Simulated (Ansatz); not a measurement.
Consider the isomerisation: `OC(F)([SiH3])[SiH3]` → `FCO[SiH2][SiH3]`.

Program: Ansatz. Geometries: PBE0-D4/def2-TZVP. ΔE: electronic, gas phase. CCSD(T)/CBS is the MP2 limit (def2-TZVPP, def2-QZVPP) plus CCSD(T) − MP2 in def2-TZVPP, frozen cores. Each species was taken in one conformer, which may not be the lowest.

```json
{"species": "`OC(F)([SiH3])[SiH3]`", "MP2/CBS(def2) energy (Eh)": "-795.26548"}
{"species": "`FCO[SiH2][SiH3]`", "MP2/CBS(def2) energy (Eh)": "-795.31589"}
```

**Question.** Work out ΔE.

**Answer.** ΔE = (-795.31589) − (-795.26548) = -0.05041 Eh = -132.4 kJ/mol. CCSD(T)/CBS gives -132.8 kJ/mol.

Largest T1 diagnostic among the species: 0.013.

In def2-TZVPP, CCSD(T) changes the Hartree–Fock value by +21.8 kJ/mol (the triples alone add +4.0 kJ/mol) and MP2 by +22.3 kJ/mol. The D4 term adds +3.2 kJ/mol with B3LYP and +1.4 kJ/mol with PBE0; it sums over pairs of atoms, weighted by their polarisabilities, and B3LYP, whose exchange is more repulsive, gets the larger term. From PBE to PBE0 (25 % exact exchange), in def2-TZVPP and without D4, ΔE moves by −9.0 kJ/mol.

B3LYP here is the variant with VWN-RPA as its local correlation; programs differ in this.
